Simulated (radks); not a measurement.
Problem. All-electron atom: the palladium ion Pd3+ in [Ar] 3d10 4s2 4p4 4d9 (not the ground configuration). All-electron calculation, Dirac Kohn-Sham, PBE, spin-unpolarised, spherical densities, point nucleus; open shells fill j = l - 1/2 first. Program: a radial shooting solver on a logarithmic mesh with Libxc functionals.

Spin-orbit splittings of the eigenvalues, e(l+1/2) - e(l-1/2), with zeta = 2 splitting/(2l+1) and mean radii in bohr:

| shell | occ. | splitting (eV) | zeta (eV) | <r> j=l-1/2 | <r> j=l+1/2 |
|---|---|---|---|---|---|
| 2p | 6 | 159.5 | 106.3 | 0.1171 | 0.1221 |
| 3p | 6 | 27.81 | 18.54 | 0.3710 | 0.3818 |
| 3d | 10 | ? | ? | 0.3553 | 0.3588 |
| 4p | 4 | 4.683 | 3.122 | 0.9966 | 1.025 |
| 4d | 9 | 0.6051 | 0.2420 | 1.271 | 1.284 |
| 5p | 0 | 0.6049 | 0.4033 | 2.710 | 2.771 |

Estimate the 3d splitting.

Solution. 5.546 eV (zeta = 2.218 eV).
